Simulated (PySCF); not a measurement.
## Ionisation energy of Ar⁺ by level of theory

Ar⁺ [Ne] 3s2 3p5 (2P) → Ar²⁺ [Ne] 3s2 3p4 (3P), as a difference of total energies. Calculation: PySCF 2.14, in cc-pVTZ-DK (5s4p2d1f, 34 functions); scalar relativity by spin-free X2C-1e. Correlated levels: valence: [Ne] frozen. The calculations carry no spin-orbit coupling.

```
           method  ionisation energy (eV)  difference from reference (eV)
              UHF                  26.361                          -1.269
              LDA                  27.811                          +0.181
              PBE                  27.589                          -0.041
    MP2 (valence)                  27.326                          -0.304
SCS-MP2 (valence)                  27.321                          -0.309
   CCSD (valence)                  27.296                          -0.334
CCSD(T) (valence)                  27.327                          -0.303
```

Reference: 27.630 eV (measured; NIST Atomic Spectra Database, ionization energies).

The reference lies between the lowest fine-structure levels, while these numbers refer to the centres of the terms.

Errors of the correlated levels include the incompleteness of this basis and the frozen core.
